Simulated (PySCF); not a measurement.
Si(F)(OH)(OSiH3)2, H₇FO₃Si₃, SMILES O[Si](F)(O[SiH3])O[SiH3], singlet, PBE0/def2-SVP optimised geometry.

```
14

O      2.19     1.36    -0.67
Si     0.92     0.83     0.21
F      1.28     0.86     1.77
O     -0.39     1.77     0.00
Si    -2.06     1.77     0.00
O      0.61    -0.71    -0.22
Si     1.26    -2.07    -0.94
H      2.47     2.27    -0.56
H     -2.58     1.08     1.21
H     -2.57     1.08    -1.22
H     -2.51     3.19     0.00
H      0.31    -3.19    -0.71
H      2.58    -2.39    -0.33
H      1.42    -1.84    -2.41
```

Density from PySCF with PBE0/def2-TZVP at that geometry.

Minimum of the electron density along straight lines between bonded atoms, close to the bond critical point (lines longer than 1.1 times the sum of covalent radii, or with two minima, are not listed):

```tsv
bond	length / Å	ρ at the minimum / e bohr⁻³	∇²ρ there / e bohr⁻⁵	position (fraction from the first atom)
O1–Si2	1.636	0.145	0.84	0.59
Si2–F3	1.611	0.136	0.93	0.42
Si2–O4	1.629	0.142	0.87	0.41
O4–Si5	1.666	0.127	0.77	0.59
Si2–O6	1.625	0.143	0.89	0.41
O6–Si7	1.667	0.126	0.77	0.59
O1–H8	0.961	[?]	[?]	0.81
Si5–H9	1.492	0.122	0.14	0.49
Si5–H10	1.492	0.122	0.14	0.49
Si5–H11	1.489	0.123	0.14	0.49
Si7–H12	1.489	0.123	0.14	0.49
Si7–H13	1.492	0.122	0.14	0.49
Si7–H14	1.491	0.122	0.14	0.49
```

### Question
What belongs in the gaps?

### Answer

- O1–H8, ρ at the minimum / e bohr⁻³: 0.354
- O1–H8, ∇²ρ there / e bohr⁻⁵: -2.43
